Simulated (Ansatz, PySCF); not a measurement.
(3R,4R)-3,4-difluorocyclobutene (C4H4F2), SMILES [C@@H]1([C@@H](C=C1)F)F.

The structure is a stationary point at PBE-D3(BJ)/def2-SVP.

Vertical ionisation energy (IE) and electron affinity (EA) in eV. Rows of orbital energies are one-electron estimates. Where ΔSCF, EOM or ADC give a negative EA the extra electron is unbound and the value depends on the basis.

```
level                                                                   IE     EA
-------------------------------------------------------------------  -----  -----
−ε(HOMO), −ε(LUMO), PBE0/def2-TZVP (PySCF)                            8.37   0.78
−ε(HOMO), −ε(LUMO), PBE/def2-TZVP (PySCF)                             7.21   1.82
ΔSCF, PBE0/def2-SVPD (Ansatz), final states of multiplicity 2 and 2  10.73  -1.08
ΔSCF, PBE/def2-SVPD (Ansatz), final states of multiplicity 2 and 2       ?      ?
```

Question: What belongs in the gaps? (An estimate is asked for; the answer gives what the named calculation found.)

Answer: 
- ΔSCF, PBE/def2-SVPD (Ansatz, a program for electronic structure), final states of multiplicity 2 and 2, IE: 10.62
- ΔSCF, PBE/def2-SVPD (Ansatz), final states of multiplicity 2 and 2, EA: -0.98

Question: What vertical singlet–triplet gap does ΔSCF give with PBE0/def2-SVPD (Ansatz) and with PBE/def2-SVPD (Ansatz)? (Estimate from the structure and the level; the computed values follow.)

Answer: 4.15 and 4.31 eV (triplet above singlet where positive).
